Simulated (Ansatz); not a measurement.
Input for Ansatz (a program for electronic structure): U-wB97M-V/def2-TZVPP on Ir, 2S+1 = 4, a spin state set in the input, which need not be the lowest. Elements past Kr take the def2 small-core potentials; no spin–orbit coupling.

Ansatz 0.2 input:
```yaml
crystal:
  periodic: [false, false, false]
  atoms:
    - {symbol: Ir, position_ang: [0.00000000, 0.00000000, 0.00000000]}
basis:
  gaussian:
    orbitals: def2-TZVPP
hamiltonian:
  xc: {name: wB97M-V}
magnetization: {spin_polarized: true, initial_magnetization: 3}
scf: {lower_state_search: full}
```

Output:

```
Functional definition: wB97M-V
[...]
integrals: 0.02 GiB planned
379 factors; their error is unknown
integrals: 0.05 GiB planned
68 factors; integrals over basis functions are off by at most 1.5e-4 eV
mean field: 0.25 GiB planned
mean field evaluation 1: about -2833.7472 eV, gradient 4.5e0 eV
mean field evaluation 2: about -2833.8044 eV, gradient 9.2e-1 eV
mean field evaluation 4: about -2833.8112 eV, gradient 2.1e-1 eV
mean field evaluation 8: about -2833.8307 eV, gradient 5.8e-2 eV
mean field evaluation 16: about -2833.8317 eV, gradient 8.3e-3 eV
mean field evaluation 32: about -2833.7835 eV, gradient 2.2e0 eV
mean field evaluation 64: about -2833.8315 eV, gradient 1.6e-2 eV
mean field evaluation 96: about -2833.6612 eV, gradient 1.4e-5 eV
mean field evaluation 128: about -2827.8202 eV, gradient 3.7e1 eV
mean field -2833.83165854 eV, -104.1413926114 hartree, gradient 3.8e-6 eV, S^2 3.756489; 11 other end points of the search recorded, 0 dependent functions left out
reference -2833.83168656 eV, -104.1413936408 hartree; 10, 7 occupied and 46, 49 virtual orbitals, 379 factors
Total energy: -2833.83168656 eV, -104.1413936408 hartree
```

The run converged.

Cost: around 50 core-seconds (rough).
